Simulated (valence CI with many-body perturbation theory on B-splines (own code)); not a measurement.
**Cl XI: E2, M1 decay**

Computed by valence CI with perturbative core correlation (CI+MBPT): five valence electrons over a frozen Dirac-Fock core [He], a basis of 9 s, 9 p, 8 d, 6 f, 3 g, 1 h functions for each j, with the one-electron correlation potential Σ1, the two-electron term Σ2, the three-electron term Σ3, Breit, model QED; selected CI, second order for the rest, scaled by the run's own slope (own B-spline code, finite nucleus).

No measured levels were compared; by estimate levels of excited configurations hold to 0.05 to 0.15 % of their energy, terms of the ground configuration to about 0.5 %. Among the levels kept, up to 2400 cm⁻¹ of a level comes from second order outside the variational space, and about a tenth of that is noise between levels of different J, which matters for small intervals.

Lines 1 to 19 of 19 in falling wavelength, among levels below 2832100 cm⁻¹, chosen from the decays that carry over 1 % of a level's rate. Wavelengths and rates use the calculated energies, so an error of 400 cm⁻¹ moves a line at 2028 Å by 0.81 % and its rate by three times that or more. Electric multipoles are in the length gauge, E1 and E2 with the static RPA response of the core. S is in atomic units (e²a₀⁴ for E2 and M2, e²a₀⁶ for E3), for M1 in squared Bohr magnetons. Weak lines are less certain than strong ones. Lines between different terms over intervals too small for the method are left out, as are lines whose strength nearly cancels.

Letters in brackets count levels of one name in rising energy.

| λ vac (Å) | Upper | Lower | Type | A (s⁻¹) | S (a.u.) |
| --- | --- | --- | --- | --- | --- |
| 49490 | 2s2 2p3 2D°_5/2 | 2s2 2p3 2D°_3/2 | M1 | 8.48e-02 | 2.29e+00 |
| 2028 | 2s2 2p3 2P°_1/2 | 2s2 2p3 2D°_3/2 | M1 | 1.09e+02 | 6.74e-02 |
| 1987 | 2s2 2p3 2P°_3/2 | 2s2 2p3 2D°_5/2 | M1 | 1.06e+02 | 1.23e-01 |
| 1910 | 2s2 2p3 2P°_3/2 | 2s2 2p3 2D°_3/2 | M1 | 2.05e+02 | 2.12e-01 |
| 1123 | 2s2 2p3 2D°_3/2 | 2s2 2p3 4S°_3/2 | M1 | 4.04e+01 | 8.46e-03 |
| 1098 | 2s2 2p3 2D°_5/2 | 2s2 2p3 4S°_3/2 | M1 | 9.21e-01 | 2.71e-04 |
| 1098 | 2s2 2p3 2D°_5/2 | 2s2 2p3 4S°_3/2 | E2 | 5.55e-02 | 4.74e-04 |
| 722.6 | 2s2 2p3 2P°_1/2 | 2s2 2p3 4S°_3/2 | M1 | 2.73e+02 | 7.64e-03 |
| 707.0 | 2s2 2p3 2P°_3/2 | 2s2 2p3 4S°_3/2 | M1 | 6.10e+02 | 3.20e-02 |
| 40.38 | 2s2 2p2 3p 2S°_1/2 | 2s2 2p3 2D°_5/2 | E2 | 6.81e+07 | 1.31e-02 |
| 40.35 | 2s2 2p2 3p 2S°_1/2 | 2s2 2p3 2D°_3/2 | E2 | 6.48e+07 | 1.24e-02 |
| 39.78 | 2s2 2p2 3p 2D°_3/2 [a] | 2s2 2p3 2D°_5/2 | E2 | 2.96e+07 | 1.05e-02 |
| 39.75 | 2s2 2p2 3p 2D°_3/2 [a] | 2s2 2p3 2D°_3/2 | E2 | 7.72e+07 | 2.74e-02 |
| 39.61 | 2s2 2p2 3p 2D°_5/2 [a] | 2s2 2p3 2D°_5/2 | E2 | 7.67e+07 | 4.01e-02 |
| 38.86 | 2s2 2p2 3p 2F°_7/2 | 2s2 2p3 2D°_5/2 | E2 | 5.74e+07 | 3.64e-02 |
| 38.82 | 2s2 2p2 3p 4D°_1/2 | 2s2 2p3 4S°_3/2 | E2 | 6.19e+07 | 9.74e-03 |
| 38.77 | 2s2 2p2 3p 4D°_3/2 | 2s2 2p3 4S°_3/2 | E2 | 6.20e+07 | 1.94e-02 |
| 38.68 | 2s2 2p2 3p 4D°_5/2 | 2s2 2p3 4S°_3/2 | E2 | 6.22e+07 | 2.89e-02 |
| 38.57 | 2s2 2p2 3p 4D°_7/2 | 2s2 2p3 4S°_3/2 | E2 | 6.53e+07 | 3.98e-02 |
